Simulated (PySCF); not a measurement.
isobutene (C4H8), singlet, at a GFN2-xTB geometry; CCSD/6-31G (PySCF).

PySCF was given this input:
```python
from pyscf import gto, scf, cc

mol = gto.Mole()
mol.atom = '''
    C    -0.00358310   -0.00726810    1.44953113
    C    -0.00031404   -0.00063701    0.12704302
    H    -0.00279626    0.90390212    2.02374365
    H    -0.00718605   -0.92415062    2.01456675
    C     0.00471228    1.26727735   -0.67219236
    H     0.00522655    2.14004904   -0.02485143
    H     0.88583506    1.30548006   -1.31233657
    H    -0.87305594    1.30972549   -1.31666310
    C    -0.00135772   -1.26047284   -0.68488177
    H    -0.00505058   -2.13969210   -0.04633590
    H    -0.87930414   -1.29223249   -1.32972503
    H     0.87958687   -1.29647792   -1.32539850
'''
mol.basis = '6-31g'
mol.verbose = 5
mol.build()

mf = scf.RHF(mol)
mf.kernel()

mycc = cc.CCSD(mf)
mycc.kernel()
print('E(CCSD) = %.10f' % mycc.e_tot)
```

### Question
Predict the main parts of the log of this PySCF run.

### Answer

```
PySCF version 2.14.0

[INPUT] verbose = 5
[INPUT] max_memory = 4000
[INPUT] num. atoms = 12
[INPUT] num. electrons = 32
[INPUT] charge = 0
[INPUT] spin (= nelec alpha-beta = 2S) = 0
[INPUT] symmetry False subgroup None
[INPUT] Mole.unit = angstrom
[INPUT] Symbol           X                Y                Z      unit          X                Y                Z       unit  Magmom
[...]
[INPUT] ---------------- BASIS SET ----------------
[INPUT] l, kappa, [nprim/nctr], expnt,             c_1 c_2 ...
[INPUT] C
[...]
                                457.36951         0.0140373
                                103.94869         0.0688426
                                29.210155         0.2321844
                                9.286663          0.4679413
                                3.163927          0.362312
[...]
                                1.8812885         -0.1608542
                                0.5442493         1.1434564
[...]
                                1.8812885         0.316424
                                0.5442493         0.7443083
[...]
[INPUT] H
[...]
                                2.8253937         0.23472695
                                0.6401217         0.81375733
[...]
nuclear repulsion = 120.428265436835
number of shells = 36
number of NR pGTOs = 120
number of NR cGTOs = 52
basis = 6-31g
ecp = {}

******** <class 'pyscf.scf.hf.RHF'> ********
method = RHF
initial guess = minao
damping factor = 0
level_shift factor = 0
DIIS = <class 'pyscf.scf.diis.CDIIS'>
diis_start_cycle = 1
diis_space = 8
diis_damp = 0
SCF conv_tol = 1e-09
SCF conv_tol_grad = None
SCF max_cycles = 50
direct_scf = True
direct_scf_tol = 1e-13
Set gradient conv threshold to 3.16228e-05
Initial guess from minao.
E1 = -445.1729275565506  E2 = 167.9979923775725  Ecoul = 191.89744837271954  Exc = -23.899455995147036
init E= -156.746669742143
cond(S) = 1043.3577227979954
[...]
  mo_energy =
[-11.33390256 -11.33065632 -11.32974678 -11.3239762   -1.56845973
  -1.19852017  -1.16879445  -0.75454998  -0.57496624  -0.54834484
  -0.54413347  -0.44862368  -0.41663956  -0.39950513  -0.35488783
  -0.24585692   0.0775137    0.16040694   0.22638131   0.22908327
   0.24405434   0.25571886   0.27358406   0.2869551    0.30407982
   0.32148648   0.4281288    0.50097286   0.69570462   0.69806232
   0.72141539   0.74718198   0.76002672   0.83186681   0.85162679
   0.88941667   0.92245313   0.93834003   0.99749707   1.04254813
   1.07292608   1.12606003   1.12776109   1.17099915   1.17156102
   1.18395512   1.19129874   1.21669093   1.36486656   1.47261261
   1.49887995   1.78898429]
E1 = -446.9002982834735  E2 = 170.4544717789958  Ecoul = 193.90607193129293  Exc = -23.451600152297118
cycle= 1 E= -156.017561067643  delta_E= 0.729  |g|= 0.287  |ddm|= 2.76
[...]
  mo_energy =
[-11.2972814  -11.24897562 -11.24894461 -11.18051247  -1.11682095
  -0.96893386  -0.94195753  -0.72708521  -0.62574297  -0.61996055
  -0.61027493  -0.55276547  -0.52515656  -0.52030556  -0.47676061
  -0.34794568   0.17930027   0.22179529   0.27409992   0.29146119
   0.29680117   0.31453662   0.32684791   0.33073274   0.37187159
   0.37687442   0.46622752   0.54540619   0.73222984   0.74564225
   0.77137975   0.79019504   0.81660681   0.87455173   0.92207383
   0.95692991   0.96548072   0.99083314   1.04471507   1.09952115
   1.16707425   1.18356281   1.20912474   1.2253642    1.22591231
   1.25806092   1.25884764   1.29695188   1.44102798   1.51931107
   1.54703576   1.83229526]
E1 = -447.5473499750768  E2 = 171.07061835704994  Ecoul = 194.61413215050987  Exc = -23.543513793459937
cycle= 2 E= -156.048466181192  delta_E= -0.0309  |g|= 0.0886  |ddm|= 0.421
[...]
  mo_energy =
[-11.22999047 -11.21336863 -11.19767472 -11.19763604  -1.09002613
  -0.93828945  -0.93116919  -0.71630147  -0.61915742  -0.60670629
  -0.58602714  -0.53005777  -0.51587432  -0.50711684  -0.46295192
  -0.34322193   0.19145987   0.23424036   0.28378973   0.300387
   0.30726866   0.32929058   0.33001872   0.34760014   0.37939861
   0.40097553   0.48191686   0.54608904   0.75052248   0.75095704
   0.78245819   0.80746142   0.8374854    0.88711613   0.92162717
   0.9563387    0.9893481    1.01408546   1.06683091   1.12834823
   1.15927811   1.209274     1.22672649   1.24309502   1.25157987
   1.27418365   1.28116904   1.29924104   1.44956529   1.53608825
   1.55932379   1.84924522]
E1 = -447.2694664273781  E2 = 170.79050908105287  Ecoul = 194.3298305554858  Exc = -23.53932147443294
cycle= 3 E= -156.050691909491  delta_E= -0.00223  |g|= 0.0433  |ddm|= 0.153
[...]
  mo_energy =
[-11.24076041 -11.21644772 -11.21641558 -11.20475768  -1.09659892
  -0.94575134  -0.93140463  -0.71683706  -0.61955226  -0.61195219
  -0.59311628  -0.53740467  -0.51871833  -0.51367975  -0.47131224
  -0.34371297   0.19013392   0.23310091   0.28244841   0.30133114
   0.30507838   0.32602449   0.3312521    0.3438541    0.3787366
   0.39607454   0.47751291   0.54771433   0.74516806   0.75045736
   0.77889217   0.80179497   0.82964524   0.88306129   0.92342679
   0.95847671   0.98066505   1.00677282   1.05960111   1.11845653
   1.16477076   1.20342831   1.22647369   1.24039048   1.24594301
   1.27281646   1.27737381   1.30052445   1.44779156   1.53109613
   1.5558137    1.84559872]
E1 = -447.39133812947864  E2 = 170.9118324234657  Ecoul = 194.45851333551775  Exc = -23.54668091205204
cycle= 4 E= -156.051240269178  delta_E= -0.000548  |g|= 0.00397  |ddm|= 0.0531
[...]
  mo_energy =
[-11.23980402 -11.21815623 -11.21812304 -11.20756746  -1.096475
  -0.94601198  -0.93174082  -0.71728083  -0.62017221  -0.61246962
  -0.59348032  -0.53802257  -0.51932942  -0.51417929  -0.47169905
  -0.34362887   0.19019914   0.23293259   0.28218179   0.30106016
   0.30483231   0.32577505   0.33095129   0.3436159    0.37845095
   0.39598995   0.47719386   0.54733232   0.74475877   0.75039569
   0.77850188   0.80153365   0.82916509   0.88262209   0.92313329
   0.95804412   0.98097545   1.00639455   1.05926482   1.11841494
[...]
[...]
  mo_energy =
[-11.23997098 -11.21721816 -11.21718544 -11.20708495  -1.09623319
  -0.94569998  -0.93152838  -0.71711991  -0.62002872  -0.61228666
  -0.59321048  -0.53775251  -0.51913417  -0.51398208  -0.47150552
  -0.34343699   0.19036831   0.23304541   0.28227894   0.3011157
   0.3049636    0.32591879   0.33100243   0.34376998   0.37853641
   0.39615839   0.47730329   0.5473859    0.74498178   0.75059428
   0.77869755   0.80174664   0.82945753   0.88280956   0.92332668
   0.95811706   0.98111214   1.00660651   1.05946503   1.11856111
   1.16399681   1.20310738   1.22598168   1.24009955   1.24559267
   1.27239638   1.27691824   1.29988429   1.44765358   1.53130555
   1.55581892   1.84540678]
E1 = -447.3918038269752  E2 = 170.91229079742934  Ecoul = 194.45899348568236  Exc = -23.54670268825302
cycle= 6 E= -156.051247592711  delta_E= -5.07e-07  |g|= 0.000358  |ddm|= 0.00193
[...]
  mo_energy =
[-11.23978618 -11.21730907 -11.21727624 -11.20717263  -1.09622147
  -0.94570009  -0.93155001  -0.71715035  -0.62006254  -0.61229924
  -0.59319412  -0.53774167  -0.51915838  -0.51398315  -0.47150891
  -0.34341478   0.19038837   0.23304784   0.28227197   0.30108335
   0.30497736   0.32593876   0.33097125   0.34379151   0.37852097
   0.3961806    0.4773186    0.54736629   0.74498781   0.7506014
   0.77867622   0.80174805   0.82944835   0.88281832   0.9233266
   0.95808818   0.98114713   1.0066201    1.05947769   1.11861853
   1.1639425    1.20312774   1.22596315   1.24009377   1.24561225
   1.27238676   1.27692025   1.29983776   1.44764697   1.53132665
   1.55580445   1.84541394]
E1 = -447.39213186051313  E2 = 170.91261875045558  Ecoul = 194.45935619766172  Exc = -23.54673744720614
cycle= 7 E= -156.051247673223  delta_E= -8.05e-08  |g|= 0.000104  |ddm|= 0.00103
[...]
  mo_energy =
[-11.23977207 -11.21728851 -11.21725569 -11.20722659  -1.09621721
  -0.94568764  -0.9315556   -0.7171547   -0.62006786  -0.61229027
  -0.59318661  -0.53773159  -0.51915357  -0.51397738  -0.47149958
  -0.34341643   0.19038424   0.23305033   0.28227367   0.301081
   0.30498103   0.32594299   0.33096711   0.34379781   0.37852306
   0.39618717   0.47732516   0.54736013   0.74499425   0.75060042
   0.77867881   0.8017584    0.82945314   0.8828181    0.92331937
   0.95807624   0.98115469   1.00663052   1.05948491   1.11862819
   1.16392468   1.20313605   1.22596574   1.24010427   1.2456205
   1.27238603   1.27692856   1.29983474   1.4476418    1.53133526
   1.55580611   1.84541755]
E1 = -447.3922082184059  E2 = 170.91269510011614  Ecoul = 194.45943882161876  Exc = -23.546743721502622
cycle= 8 E= -156.051247681455  delta_E= -8.23e-09  |g|= 2.8e-05  |ddm|= 0.00034
[...]
  mo_energy =
[-11.23975178 -11.21728571 -11.21725288 -11.20722145  -1.09620985
  -0.94568274  -0.93155222  -0.71715265  -0.62006608  -0.61228638
  -0.59318265  -0.53772739  -0.51915239  -0.51397293  -0.47149539
  -0.34341286   0.19038751   0.23305225   0.28227512   0.30108057
   0.30498382   0.32594628   0.33096626   0.34380118   0.37852376
   0.39619164   0.47732878   0.54735964   0.74499817   0.7506027
   0.77868082   0.80176196   0.82945733   0.88282201   0.92332161
   0.95807682   0.98116018   1.00663546   1.05948987   1.11863757
   1.163925     1.20313992   1.22596668   1.24010617   1.24562418
   1.27238812   1.27693073   1.29983392   1.44764589   1.53134045
   1.55580849   1.84542041]
E1 = -447.39214722741605  E2 = 170.9126341086433  Ecoul = 194.45937366733216  Exc = -23.54673955868887
cycle= 9 E= -156.051247681938  delta_E= -4.83e-10  |g|= 7.21e-06  |ddm|= 6.94e-05
[...]
  mo_energy =
[-11.23975718 -11.21728534 -11.21725251 -11.20723211  -1.09621231
  -0.94568276  -0.93155494  -0.7171549   -0.62006836  -0.61228784
  -0.59318277  -0.5377269   -0.51915325  -0.51397459  -0.47149732
  -0.34341642   0.19038474   0.23305226   0.28227474   0.30107935
   0.30498408   0.32594625   0.33096494   0.34380148   0.37852315
   0.39619102   0.47732839   0.54735775   0.74499794   0.7506003
   0.77867928   0.801762     0.82945565   0.88282065   0.92331834
   0.95807368   0.98115847   1.00663478   1.05948891   1.11863606
   1.16392104   1.20314044   1.22596609   1.2401061    1.24562482
   1.27238716   1.27693105   1.29983212   1.44764282   1.53133923
   1.55580715   1.84541985]
E1 = -447.3921681422444  E2 = 170.91265502344794  Ecoul = 194.45939585050317  Exc = -23.54674082705523
Extra cycle  E= -156.051247681962  delta_E= -2.37e-11  |g|= 2.94e-06  |ddm|= 1.37e-05
converged SCF energy = -156.051247681962

******** <class 'pyscf.cc.ccsd.CCSD'> ********
CC2 = 0
CCSD nocc = 16, nmo = 52
max_cycle = 50
direct = 0
conv_tol = 1e-07
conv_tol_normt = 1e-05
diis_space = 6
diis_start_cycle = 0
diis_start_energy_diff = 1e+09
Init t2, MP2 energy = -156.417515865138  E_corr(MP2) -0.366268183176109
Init E_corr(CCSD) = -0.366268183180399
cycle = 1  E_corr(CCSD) = -0.396181343829953  dE = -0.0299131606  norm(t1,t2) = 0.0547499
cycle = 2  E_corr(CCSD) = -0.40796366800586  dE = -0.0117823242  norm(t1,t2) = 0.0224601
cycle = 3  E_corr(CCSD) = -0.414499342996877  dE = -0.00653567499  norm(t1,t2) = 0.0107689
cycle = 4  E_corr(CCSD) = -0.414955330977191  dE = -0.00045598798  norm(t1,t2) = 0.00236971
cycle = 5  E_corr(CCSD) = -0.414725953638431  dE = 0.000229377339  norm(t1,t2) = 0.000820652
cycle = 6  E_corr(CCSD) = -0.414716596630508  dE = 9.35700792e-06  norm(t1,t2) = 0.000147445
cycle = 7  E_corr(CCSD) = -0.414718662095254  dE = -2.06546475e-06  norm(t1,t2) = 4.55982e-05
cycle = 8  E_corr(CCSD) = -0.414717896758197  dE = 7.65337057e-07  norm(t1,t2) = 1.31785e-05
cycle = 9  E_corr(CCSD) = -0.414717256755311  dE = 6.40002886e-07  norm(t1,t2) = 4.27314e-06
cycle = 10  E_corr(CCSD) = -0.414717145644656  dE = 1.11110655e-07  norm(t1,t2) = 1.04634e-06
cycle = 11  E_corr(CCSD) = -0.414717091222647  dE = 5.44220082e-08  norm(t1,t2) = 3.69773e-07
CCSD converged
E(CCSD) = -156.4659647731845  E_corr = -0.4147170912226474
E(CCSD) = -156.4659647732
```
